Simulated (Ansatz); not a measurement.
Li3PS4. Total charge 0; singlet. Geometry relaxed at r2SCAN-D4/def2-SVP.

```xyz
8

Li    0.518    1.088    1.840
Li   -1.415   -1.617   -0.473
Li    1.480   -0.781   -0.324
P    -0.324    1.180   -1.109
S    -0.051   -0.654   -2.121
S     1.546    1.580   -0.210
S    -0.235   -1.176    1.571
S    -1.519    0.379    0.826
```

Another isomer (singlet) lies 0.18 eV lower at PBE0-D4/def2-TZVP; other spin states weren't run for this one.

Question: Estimate the harmonic wavenumbers at RKS r2SCAN-D4/def2-SVP (Ansatz, unscaled). Is this a minimum?

Answer: 148, 159, 185, 200, 227, 243, 262, 278, 313, 378, 379, 390, 404, 411, 416, 461, 498, 510 cm⁻¹. Yes, no mode is imaginary beyond noise. Zero-point energy 35.1 kJ/mol. Hardware: 4 threads of Arm Neoverse N1 on a shared host. Wall time 3.2 min.
